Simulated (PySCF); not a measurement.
## Electron correlation in S(2+) (sulfur, charge +2)

[Ne] 3s2 3p2, high-spin 3P determinant. Calculation: PySCF 2.14, in aug-cc-pwCVDZ (6s5p3d, 36 functions); no relativity, point nucleus. Frozen: [Ne]; 4 electrons correlated.

| level | correlation energy (mhartree) |
| --- | --- |
| CCSD | -78.58 |
| (T) | -1.05 |
| CCSD(T) | -79.63 |
| CCSDT | -79.99 |

Diagnostics: T1 = 0.0079, D1 = 0.0215, largest double amplitude 0.107.

Cost of the coupled-cluster step: of the order of 0.3 core-seconds, for 4 correlated electrons.

Iterations:

```
CC2 = 0
CCSD nocc = (np.int64(3), np.int64(1)), nmo = (31, 31)
frozen orbitals [[0, 1, 2, 3, 4], [0, 1, 2, 3, 4]]
max_cycle = 100
direct = 0
conv_tol = 1e-08
conv_tol_normt = 1e-06
diis_space = 8
diis_start_cycle = 0
Init t2, MP2 energy = -0.0557844464334543
Init E_corr(UCCSD) = -0.0557844464343613
cycle = 1  E_corr(UCCSD) = -0.0711556642878656  dE = -0.0153712179  norm(t1,t2) = 0.0502193
cycle = 2  E_corr(UCCSD) = -0.075814700384822  dE = -0.0046590361  norm(t1,t2) = 0.0192514
cycle = 3  E_corr(UCCSD) = -0.0785755698933843  dE = -0.00276086951  norm(t1,t2) = 0.00864828
cycle = 4  E_corr(UCCSD) = -0.0785613458697584  dE = 1.42240236e-05  norm(t1,t2) = 0.00150061
cycle = 5  E_corr(UCCSD) = -0.0785821724476852  dE = -2.08265779e-05  norm(t1,t2) = 0.00021791
cycle = 6  E_corr(UCCSD) = -0.0785747361756516  dE = 7.43627203e-06  norm(t1,t2) = 3.47181e-05
cycle = 7  E_corr(UCCSD) = -0.0785776347868371  dE = -2.89861119e-06  norm(t1,t2) = 6.87012e-06
cycle = 8  E_corr(UCCSD) = -0.0785770218433809  dE = 6.12943456e-07  norm(t1,t2) = 1.75235e-06
cycle = 9  E_corr(UCCSD) = -0.0785770304701898  dE = -8.62680881e-09  norm(t1,t2) = 1.88071e-07
UCCSD converged
E(UCCSD) = -396.4036826803753  E_corr = -0.07857703047018975
UCCSD(T) correction = -0.00104732812678794
```
